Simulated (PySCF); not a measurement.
Electric field gradients and quadrupole coupling constants

Compound: C₂H₁₁ClOSi₄.
Cartesian coordinates in Å at the GFN2-xTB level; atoms count from 1:
```xyz
19
C2H11ClOSi4 angstrom
C     -3.119    0.127   -0.370
C     -1.633    0.063   -0.214
O     -0.888   -0.171   -1.149
Si    -0.782    0.345    1.487
Si     1.356    0.026    0.590
Si     1.730   -2.185   -0.117
Si     1.988    1.736   -0.896
Cl     2.650    0.273    2.260
H     -3.571   -0.608    0.291
H     -3.427   -0.056   -1.397
H     -3.460    1.109   -0.049
H     -1.258    1.651    1.973
H     -1.407   -0.604    2.423
H      3.154   -2.496   -0.285
H      1.205   -3.176    0.832
H      1.071   -2.421   -1.399
H      1.613    3.071   -0.410
H      1.335    1.546   -2.188
H      3.435    1.779   -1.131
```

Field gradients from the PBE0/pcSseg-1 density (PySCF, non-relativistic), principal values in atomic units, ordered |Vxx| ≤ |Vyy| ≤ |Vzz|:

```json
{"atom": "O3", "Vxx": "0.4541", "Vyy": "1.4967", "Vzz": "-1.9508"}
{"atom": "Cl8", "Vxx": "-1.1289", "Vyy": "-1.1956", "Vzz": "2.3245"}
```

Task: Find the asymmetry η = (Vxx − Vyy)/Vzz and the couplings χ = eQV/h (234.96 MHz × Q in barn × V in au), with Q(17O) = −0.0256 b, Q(35Cl) = −0.0817 b.

Result: 
| atom | environment | nucleus | η | χzz (MHz) | χxx (MHz) | χyy (MHz) |
| --- | --- | --- | --- | --- | --- | --- |
| O3 | carbonyl oxygen | 17O | 0.53 | 11.73 | -2.73 | -9.00 |
| Cl8 | silicon-bound chlorine | 35Cl | 0.03 | -44.62 | 21.67 | 22.95 |

The gradient is axial or nearly so (η below 0.05) at Cl8. The tensor is traceless: Vxx + Vyy + Vzz = 0.

Task: What is Vzz at O3 in SI units (1 au = 9.71736 × 10²¹ V/m²)?

Result: -1.9508 au = -18.957 × 10²¹ V/m².

Task: What couplings would deuterons (Q(2H) = 0.00286 b) have in place of the hydrogens, at this geometry?

Result: 
```csv
atom,bonded to,bond length (Å),Vzz (au),η,χzz (kHz)
H9,C1,1.088,0.3127,0.03,210
H10,C1,1.088,0.3108,0.01,209
H11,C1,1.088,0.3129,0.03,210
H12,Si4,1.473,0.1575,0.02,106
H13,Si4,1.473,0.1575,0.02,106
H14,Si6,1.467,0.1620,0.01,109
H15,Si6,1.470,0.1601,0.01,108
H16,Si6,1.460,0.1661,0.02,112
H17,Si7,1.470,0.1601,0.01,108
H18,Si7,1.460,0.1662,0.02,112
H19,Si7,1.467,0.1620,0.01,109
```

Geometry: GFN2-xTB, one conformer, isolated molecule. GFN2-xTB frequencies show an imaginary mode (30i cm⁻¹), so this geometry is no minimum at that level. GFN2-xTB bond lengths can be off by several hundredths of an ångström, more for odd bonds, and the gradients follow them. The small basis limits the accuracy of the gradients.

These values come from a run that also computed NMR shieldings. Time: 53 s wall; peak memory 1.1 GiB. Hardware: one thread of an Arm Neoverse V1 (shared host).
